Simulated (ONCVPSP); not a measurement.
# What one change does to a pseudopotential (Eu (Z = 63), ONCV)

| Item | Value |
| --- | --- |
| Element | europium (Eu) |
| Generator | ONCVPSP 4.0.1 |
| Type | optimised norm-conserving Vanderbilt (ONCV) |
| Functional | LDA (Perdew-Wang 92) |
| Relativity | scalar-relativistic |
| Frozen core | [Kr] 4d10 4f6 |
| Valence charge | 11 |
| Reference configuration | 5s2 5p6 5d1.5 6s1.5 |
| Partial waves | 5s+6s: rc 1.85 bohr, ncon 4, nbas 7, qcut 6.8 1/bohr, 3 projectors, debl 1.2 Ha; 5p: rc 2.15 bohr, ncon 4, nbas 7, qcut 5.9 1/bohr, 2 projectors, debl 1.8 Ha; 5d: rc 3.30 bohr, ncon 3, nbas 8, qcut 4.2 1/bohr, 3 projectors, debl 3.9 Ha |
| Local potential | polynomial inside 1.80 bohr (lpopt 5, dvloc0 -1 Ha) |
| Core correction | Teter function, fcfact 2.25, rcfact 1.8 |

Change: d: qcut 5.6.

Cutoffs: the cutoffs (Ha) at which the residual kinetic energy of the hardest occupied pseudo-wave falls to 1 and 0.1 mHa per electron; they do not see the model core or the augmentation charge, which bear on the density cutoff. Errors are all-electron minus pseudo energies relative to the spin-unpolarised reference configuration.

Problem. How do hardness, ghosts and transferability respond?

Solution. The potential gets neither clearly harder nor softer (16 Ha and 19 Ha → 16 Ha and 19 Ha); the s channel sets the loose cutoff, while the largest relative change is in d, which becomes harder; of the 3 tests that both files solve, the error grows in 0 and shrinks in 3 by more than 15 % and 0.3 meV (median size 30.7 → 9.1 meV); neither file shows a bound ghost.

```csv
quantity,base,changed
"cutoff, loose",16 Ha,16 Ha
"cutoff, tight",19 Ha,19 Ha
loose cutoff by channel,"s 16 Ha, p 10 Ha, d 6.0 Ha","s 16 Ha, p 10 Ha, d 7.5 Ha"
bound ghosts,none,none
GHOST(+) flags under 300 eV,"d at 162.3 eV, s at 248.8 eV",s at 248.8 eV
"tests counted as reliable (solved cleanly; for ONCVPSP, near-neutral configurations with less than one 5d electron left out)",3 of 4,3 of 4
"error for 5s2 5p6 5d1 6s2, meV [ΔE -0.76 eV]",-1.8,-1.5
"error for 5s2 5p6 5d1 6s1, meV [ΔE 5.99 eV]",-31,-9.1
"error for 5s2 5p6 5d1 6s0, meV [ΔE 18.20 eV]",-125,-26
s: phases at 1.88 bohr within 0.05 rad from the reference energy up to (Ha; the scan ends near 5),to the end of the scan,to the end of the scan
p: phases at 2.19 bohr within 0.05 rad from the reference energy up to (Ha; the scan ends near 5),to the end of the scan,to the end of the scan
d: phases at 3.34 bohr within 0.05 rad from the reference energy up to (Ha; the scan ends near 5),0.0,0.4
"rms error of d²Exc/dni dnj with the model core, mHa",0.69,0.62
```

Base: The cutoffs count occupied waves only; projector 3 of the d channel, the hardest unoccupied one, needs 69 Ha at the loose tolerance. Tests not counted: 5s2 5p6 5d0 6s2 (all-electron energy unsafe for a near-neutral lanthanide with less than one 5d electron, printed error -6.1 meV). Changed file: Tests not counted: 5s2 5p6 5d0 6s2 (all-electron energy unsafe for a near-neutral lanthanide with less than one 5d electron, printed error -39 meV).
